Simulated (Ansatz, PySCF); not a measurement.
Nb(O)(Cl)2(Me) (CH₃Cl₂NbO), SMILES [CH3][Nb](=[O])([Cl])[Cl], multiplicity 1.

Geometry: PBE0-D3(BJ)/def2-SVP. The multiplicity is an assumed one; no other spin state was optimised. The structure was generated by enumeration; whether it is a known compound was not checked. The def2 effective core potentials stand for the cores of Nb; spin–orbit coupling is left out.

Vertical ionisation energy (IE) and electron affinity (EA) in eV. Rows of orbital energies are one-electron estimates. Where ΔSCF, EOM or ADC give a negative EA the extra electron is unbound and the value depends on the basis.

```tsv
level	IE	EA
−ε(HOMO), −ε(LUMO), M06-2X/def2-TZVP (PySCF)	10.32	2.14
−ε(HOMO), −ε(LUMO), PBE/def2-TZVP (PySCF)	7.64	3.79
ΔSCF, CAM-B3LYP/def2-SVPD (Ansatz), final states of multiplicity 2 and 2	11.22	1.55
ΔSCF, PBE/def2-SVPD (Ansatz), final states of multiplicity 2 and 2	10.61	1.09
```

Question: What vertical singlet–triplet gap does ΔSCF give with CAM-B3LYP/def2-SVPD (Ansatz, an electronic-structure program) and with PBE/def2-SVPD (Ansatz)? (The exact figures need the calculation; the answer reports its results.)

Answer: 3.80 and 3.87 eV (triplet above singlet where positive).
